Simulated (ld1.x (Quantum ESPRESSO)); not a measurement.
u(r) = r·R(r): atom against pseudo-atom (hydrogen (H))

Columns: radius, all-electron u(r) and pseudo u(r) of the 1s shell (level -12.42 eV) of hydrogen in the configuration 1s0.5; PBEsol, non-relativistic, RRKJ scheme, ld1.x (Quantum ESPRESSO) 7.5.

```csv
r (bohr),all-electron,pseudo
0.062,0.1233,0.0993
0.125,0.2331,0.1982
0.188,0.3288,0.2927
0.250,0.4104,0.3797
0.312,0.4805,0.4589
0.375,0.5412,0.5301
0.438,0.5924,0.5909
0.500,0.6342,0.6403
0.562,0.6685,0.6794
0.625,0.6963,0.7093
0.688,0.7179,0.7306
0.750,0.7337,0.7444
0.812,0.7446,0.7526
0.875,0.7513,0.7564
0.938,0.7541,0.7569
1.000,0.7534,0.7547
1.062,0.7499,0.7502
1.125,0.7436,0.7436
1.188,0.7350,0.7350
1.250,0.7246,0.7246
1.312,0.7126,0.7126
1.375,0.6989,0.6989
1.438,0.6841,0.6841
1.500,0.6685,0.6685
1.562,0.6521,0.6521
1.625,0.6349,0.6349
```

(1) How many radial nodes do the two functions have?

(2) At about which radius was the pseudo-wave matched?

(3) Is the pseudo-wave norm-conserving?

Results:

(1) The all-electron 1s function has n − l − 1 = 0; the pseudo-wave has 0.

(2) 1.25 bohr. The columns agree to 0.0005 from 1.06 bohr on; several derivatives are matched, so the curves merge somewhat inside the radius.

(3) Yes: the RRKJ scheme keeps the norm inside the radius equal to the all-electron one, which fixes the energy derivative of the logarithmic derivative at the level.
